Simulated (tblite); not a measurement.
Isomers of C4H4F3O (doublet state). Level: GFN2-xTB in tblite, geometry and Hessian alike; calculated harmonic values, unscaled, isolated species. Against measured fundamentals such values can be off by several per cent, at times by over 20. One conformer each. Open shells enter through the occupations alone, without spin polarisation, and single modes of such species can be off by tens of per cent.

Electronic energies: GFN2-xTB at the same geometries; isomer energies are rough at this level and their order can be wrong.

| SMILES | electronic energy, lowest = 0 (kJ/mol) |
| --- | --- |
| [CH2]/C=C\OC(F)(F)F | 0.0 |
| FC(F)(F)O[C]1CC1 | 70.2 |
| F/C=C\O[C](F)CF | 102.1 |

Q: How do GFN2-xTB zero-point energies change the relative energies?

A: 
```tsv
SMILES	ZPE (kJ/mol)	of it from modes above 1550 cm⁻¹	electronic (kJ/mol)	with ZPE, lowest = 0 (kJ/mol)	lowest mode (cm⁻¹)	rings
[CH2]/C=C\OC(F)(F)F	192.3	74.7	0.0	0.0	32	0
FC(F)(F)O[C]1CC1	197.1	73.3	70.2	75.0	35	1
F/C=C\O[C](F)CF	192.8	82.1	102.1	102.5	44	0
```

The zero-point energies span 4.8 kJ/mol, from `[CH2]/C=C\OC(F)(F)F` to `FC(F)(F)O[C]1CC1`. The order is unchanged.

Q: What do entropy and thermal enthalpy add at 298.15 K and 1 bar (rigid rotor, harmonic oscillator, one conformer each)?

A: 
| SMILES | point group | symmetry number | S (J/(mol K)) | H − H(0) (kJ/mol) | ZPE + H − H(0) − TS (kJ/mol) |
| --- | --- | --- | --- | --- | --- |
| [CH2]/C=C\OC(F)(F)F | Cs | 1 | 385.4 | 24.04 | 101.4 |
| FC(F)(F)O[C]1CC1 | C1 | 1 | 373.9 | 22.53 | 108.1 |
| F/C=C\O[C](F)CF | C1 | 1 | 400.0 | 25.33 | 98.9 |

S holds R ln(2S + 1) for the spin.
